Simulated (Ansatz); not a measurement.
Reaction (cleavage of the Si–P bond): `F[SiH2]P[SiH3]` + `N[SiH2][SiH3]` → `F[SiH2]N[SiH2][SiH3]` + `[SiH3]P`

Isolated molecules relaxed with PBE0-D4/def2-TZVP in Ansatz; ΔE leaves out vibrations. CCSD(T)/CBS is the MP2 limit (def2-TZVPP, def2-QZVPP) plus CCSD(T) − MP2 in def2-TZVPP, frozen cores. This one scheme is used for every species. DFT in def2-TZVPP. Each species was taken in one conformer, which may not be the lowest.

| species | ωB97M-V energy (Eh) |
| --- | --- |
| `F[SiH2]P[SiH3]` | -1023.82655 |
| `N[SiH2][SiH3]` | -637.91861 |
| `F[SiH2]N[SiH2][SiH3]` | -1027.96794 |
| `[SiH3]P` | -633.79909 |

Problem. Work out ΔE.

Solution. ΔE = (-1027.96794) + (-633.79909) − (-1023.82655) − (-637.91861) = -0.02187 Eh = -0.60 eV. CCSD(T)/CBS gives -0.58 eV.

Largest T1 diagnostic among the species: 0.013.

From PBE to PBE0 (25 % exact exchange), in def2-TZVPP and without D4, ΔE moves by −0.04 eV. In def2-TZVPP, CCSD(T) changes the Hartree–Fock value by +0.12 eV (the triples alone add +0.02 eV) and MP2 by +0.12 eV.
